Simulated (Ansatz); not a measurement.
H₄N₂O₂W (`[NH]=[W](=[NH])([OH])[OH]`). Total charge 0; spin multiplicity 1. Correlated methods include outer-core shells of W, which these sets cover unevenly. W takes the def2 core potential.

Z-matrix (Å, degrees):
```
W
N 1 1.750
O 1 1.903 2 107.4
N 1 1.750 2 112.8 3 -119.8
O 1 1.903 2 108.7 3 121.2
H 2 1.007 1 156.7 3 117.7
H 3 0.959 1 119.9 2 -139.0
H 4 1.007 1 156.7 2 -2.1
H 5 0.959 1 119.9 2 -16.6
```

Question: Give the diagnostics of a CCSD(T)/def2-TZVPP run (frozen core, the Gaussian-basis code of Ansatz). (An estimate is asked.)

Answer: Ansatz gave: T1 = 0.0203, largest single amplitude 0.042, largest double 0.041, (T) share of the correlation energy 5.2 %, 12 CCSD cycles. The RHF solution is stable towards an unrestricted one. T1 lies over the customary mark of 0.02 for closed shells; compounds of d metals often pass it without a breakdown.
